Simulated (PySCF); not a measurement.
# How ionic is MSi along group 13?

PBE0 in PySCF with def2-TZVPP on every atom (core potentials on Tl), for the lowest determinant that a PBE0 search found; no spin–orbit coupling. A negative dipole means M(+)Si(−).

```csv
M,state (unpaired electrons),Re (Å),μ (D)
B,"quartet (σ ↑, π ↑↑)",1.904,0.48
Al,"quartet (σ ↑, π ↑↑)",2.416,-1.33
Ga,"quartet (σ ↑, π ↑↑)",2.418,-1.35
Tl,"quartet (σ ↑, π ↑↑)",2.658,-2.49
```

Give the ionic character |μ|/(e·Re) of each, with 1 e·Å = 4.803 D, and the positive end.

SiB 5 % (Si positive), AlSi 11 % (Al positive), GaSi 12 % (Ga positive), TlSi 20 % (Tl positive). Lone pairs and polarisation enter μ too, so this number is only a rough measure of charge transfer.

Spin–orbit coupling is left out, which matters for elements this heavy, above all for dissociation energies. States were picked by a PBE0 search and need not be the measured ground states.
